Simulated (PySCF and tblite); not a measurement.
Results of a calculation; reference values are marked as such.
C₈H₁₆, numbered as in [CH3:1][CH2:2][CH:3]1[CH2:4][CH2:5][CH2:6][CH2:7][CH2:8]1.

Geometries GFN2-xTB; weights from B3LYP-D3(BJ)/pcSseg-1 (IEF-PCM, chloroform) energies and GFN2-xTB thermal corrections, with symmetry numbers and mirror pairs. Conformers within 3 kcal/mol (GFN2-xTB free energy) were kept, 10 at most. GIAO shieldings: B3LYP/pcSseg-1 (IEF-PCM, chloroform). Shifts are against TMS (¹H), TMS (¹³C) at the same level; of two unlike H on one atom, a is the less shielded. Run with PySCF (density fitting) and tblite.

Question: List the conformer-averaged shifts at 298.15 K.

Answer: ¹H: 1.80 (H5a/H7a, 2H), 1.78 (H4a/H8a, 2H), 1.71 (H6a, 1H), 1.29 (H5b/H7b, 2H), 1.24 (H2, 2H), 1.21 (H6b, 1H), 1.01 (H1, 3H), 0.95 (H3, 1H), 0.91 (H4b/H8b, 2H) ppm. ¹³C: 46.5 (C3), 38.8 (C4/C8), 36.5 (C2), 33.0 (C6), 32.6 (C5/C7), 14.6 (C1) ppm.

Question: How do the conformers differ?

Answer: Torsions listed: C1–C2–C3–C4. The 6-ring runs over atoms 3–4–5–6–7–8. Of a mirror pair one member is shown.
| conformer | shape | weight % |
| --- | --- | --- |
| 1 | 6-ring chair (all substituents equatorial); -169° | 83.1 |
| 2 | 6-ring chair (all substituents equatorial); 62° | 10.5 |
| 3 | 6-ring chair (C2 axial); -165° | 6.4 |

| signal | 1 | 2 | 3 | average |
| --- | --- | --- | --- | --- |
| H1 | 1.03 | 0.88 | 1.02 | 1.01 |
| H2 | 1.19 | 1.50 | 1.50 | 1.24 |
| H3 | 0.86 | 1.33 | 1.42 | 0.95 |
| H4a/H8a | 1.84 | 1.45 | 1.50 | 1.78 |
| H4b/H8b | 0.80 | 1.28 | 1.70 | 0.91 |
| H5a/H7a | 1.81 | 1.86 | 1.52 | 1.80 |
| H5b/H7b | 1.27 | 1.31 | 1.45 | 1.29 |
| H6a | 1.75 | 1.73 | 1.24 | 1.71 |
| H6b | 1.18 | 1.14 | 1.76 | 1.21 |
| C1 | 15.1 | 10.1 | 16.0 | 14.6 |
| C2 | 37.2 | 35.3 | 29.2 | 36.5 |
| C3 | 47.0 | 44.9 | 42.0 | 46.5 |
| C4/C8 | 39.4 | 36.1 | 35.8 | 38.8 |
| C5/C7 | 32.9 | 33.5 | 26.5 | 32.6 |
| C6 | 33.1 | 32.8 | 33.2 | 33.0 |

Question: Which signal moves most, for its nucleus, between 180 and 400 K through the change of populations alone?

Answer: H4b/H8b: 0.84 ppm at 180 K, 0.87 ppm at 230 K, 0.91 ppm at 298.15 K, 0.93 ppm at 330 K, 0.96 ppm at 400 K.

Shifts are unscaled: against experiment ¹³C can be off by 15 ppm or more and ¹H by 0.8 ppm.
